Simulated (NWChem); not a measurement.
System: BiH$_{2}$Te$_{2}$F; SMILES [TeH][Bi]([F])[TeH]

NWChem input:

```
start job
memory heap 200 mb stack 900 mb global 1100 mb
geometry units angstroms noautoz
  Bi    -1.013847     0.069657     0.149993
  F     -1.543684    -0.164735    -1.845604
  Te     1.018211     2.132193     0.034602
  H      2.140009     1.069588    -0.632682
  Te     0.979053    -1.988065     0.391330
  H     -0.191009    -3.182392     0.164263
end
basis spherical
  Bi library def2-svp
  F library def2-svp
  Te library def2-svp
  H library def2-svp
end
ecp
  Te library def2-ecp
  Bi library def2-ecp
end
dft
  xc xpbe96 cpbe96
  iterations 150
  mulliken
end
task dft energy
```

The geometry was optimised at PBE-D3(BJ)/def2-SVP. def2 effective core potentials on Te, Bi; no spin-orbit coupling.

Give the results of this calculation. (PBE/def2-SVP with def2 effective core potentials on Te, Bi.) Quantities: energy (Ha); highest occupied level (eV); orbital gap (eV); dipole (D).


```
Property                      Result
---------------------------  -------
energy (Ha)                  -851.62
highest occupied level (eV)    -5.49
orbital gap (eV)                2.60
dipole (D)                      2.71
```
